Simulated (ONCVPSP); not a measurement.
## Potentials for Mg compared

Generated with ld1.x 7.5 (TM, RRKJ, ultrasoft, PAW), atompaw 4.2 or ONCVPSP 4.0.1. The cutoff is in Ry: for ld1.x and atompaw files where the sum of valence levels is converged to 10 mRy in a Bessel basis, for ONCV files where the hardest occupied wave has 1 mHa per electron of residual kinetic energy. The error is the largest all-electron minus pseudo excitation energy over each file’s own four to seven test configurations (ionisations up to +4, promotions, holes and added fractions of an electron), all of which were solved. The labels leave out finer settings (local radius, basis sizes, second energies), which also bear on the numbers. Spin-polarised tests are not counted. The rows are a selection from randomly drawn settings: files with unsolved tests, undetermined cutoffs or missed reference levels are left out.

```csv
potential,cutoff (Ry),largest error (meV),bound ghosts
"ONCV, PBE, scalar-relativistic, rc 1.35/1.40/1.25 (spd), local smoothed, core correction yes, reference 2s2 2p6 3s1 3p1, qcut 6.9/10/6.4, projectors 2/2/1",77,-438,none
"ONCV, PBE, scalar-relativistic, rc 0.75/0.75 (sp), local smoothed, core correction yes, reference 2s2 2p6, qcut 18.8/16.8, projectors 1/2",227,+14,none
"ONCV, PBEsol, scalar-relativistic, rc 1.25/0.70/0.95 (spd), local smoothed, core correction no, reference 2s2 2p6 3s2, qcut 9.4/19.9/11.9, projectors 2/2/2",272,-0.7,none
"ONCV, PBE, scalar-relativistic, rc 1.45/0.70/1.55 (spd), local smoothed, core correction yes, reference 2s2 2p6 3s1.75, qcut 7.3/18.7/6.7, projectors 2/2/2",282,-101,none
"ONCV, LDA (Perdew-Wang 92), scalar-relativistic, rc 1.15/1.00/1.15 (spd), local smoothed, core correction yes, reference 2s2 2p6 3s2, qcut 9.8/16.3/7.4, projectors 2/2/1",173,-1.0,none
"ONCV, revPBE, scalar-relativistic, rc 2.55/1.05 (sp), local smoothed, core correction yes, reference 2p6 3s2, qcut 2/10.9, projectors 2/1",121,+33,none
"ONCV, LDA (Perdew-Wang 92), scalar-relativistic, rc 1.15/0.65/1.00 (spd), local smoothed, core correction yes, reference 2s2 2p6 3s1, qcut 11.8/25.3/11.3, projectors 2/2/2",373,+0.5,none
```

(1) Fill in the row for Mg: ONCV, PBEsol, non-relativistic, rc 1.35/0.90/1.40 (spd), local smoothed, core correction no, reference 2s2 2p6 3s1, qcut 11.3/13.5/6.3, projectors 2/2/1.

Results:

(1) cutoff 149 Ry, largest error -212 meV, bound ghosts: none.
